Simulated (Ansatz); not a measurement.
`N[SiH2][SiH2][SeH]` + H–F → `F[SiH2][SeH]` + `N[SiH3]`  (cleavage of the Si–Si bond)

Program: Ansatz. Geometries: PBE0-D4/def2-TZVP. ΔE: electronic, gas phase. CBS: MP2 limit from def2 TZ/QZ plus the TZ coupled-cluster correction, frozen cores. This one scheme is used for every species. Functionals use def2-TZVPP. For Se outer-core shells are correlated without core-valence functions, which leaves a few kJ/mol of doubt a bond. Scalar relativity is left out up to krypton. One conformer a species, not always the lowest.

`N[SiH2][SiH2][SeH]`:

Cartesian coordinates in Å:
```
N 1.769 0.479 -0.157
Si 0.179 1.126 -0.220
Si -1.167 -0.470 0.832
Se -0.608 -2.512 -0.063
H 2.563 1.017 -0.464
H 1.894 -0.505 -0.339
H -0.389 1.355 -1.587
H 0.164 2.443 0.474
H -2.625 -0.211 0.684
H -0.851 -0.632 2.275
H -0.929 -2.090 -1.434
```

H–F:

```xyz
2

F     0.183    0.079    0.415
H    -0.183   -0.079   -0.415
```

`F[SiH2][SeH]`:

```xyz
6

F     0.281   -1.002    1.475
Si    0.477    0.056    0.294
Se   -0.741   -0.469   -1.534
H     0.075    1.374    0.830
H     1.893    0.012   -0.132
H    -1.986    0.028   -0.933
```

`N[SiH3]`:

Cartesian coordinates in Å:
```
N 0.479 -0.264 0.916
Si -0.234 0.082 -0.611
H -0.070 -0.712 1.632
H 1.128 0.390 1.322
H -0.911 -1.150 -1.089
H -1.247 1.180 -0.625
H 0.854 0.473 -1.545
```

(1) Is it downhill or uphill in electronic energy at CCSD(T)/CBS, and by how much? (An estimate is asked.)

(2) What do these levels give: PBE0, SCS-MP2/def2-TZVPP, CCSD(T)/def2-TZVPP, HF/def2-QZVPP, MP2/CBS(def2), CCSD/CBS(def2)? (An estimate is asked.)

Largest T1 diagnostic among the species: 0.010.

## Answers

(1) Computed: Downhill: ΔE = -30.8 kcal/mol.

(2) Computed: PBE0 -29.0, SCS-MP2/def2-TZVPP -34.1, CCSD(T)/def2-TZVPP -31.3, HF/def2-QZVPP -40.3, MP2/CBS(def2) -31.7, CCSD/CBS(def2) -32.0 kcal/mol.

The D4 term adds +3.4 kcal/mol with B3LYP and +1.9 kcal/mol with PBE0; it sums over pairs of atoms, weighted by their polarisabilities, and B3LYP, whose exchange is more repulsive, gets the larger term. From PBE to PBE0 (25 % exact exchange), in def2-TZVPP and without D4, ΔE moves by −0.8 kcal/mol. In def2-TZVPP, CCSD(T) changes the Hartree–Fock value by +8.4 kcal/mol (the triples alone add +1.2 kcal/mol) and MP2 by +7.5 kcal/mol.

B3LYP here is the variant with VWN-RPA as its local correlation; programs differ in this.
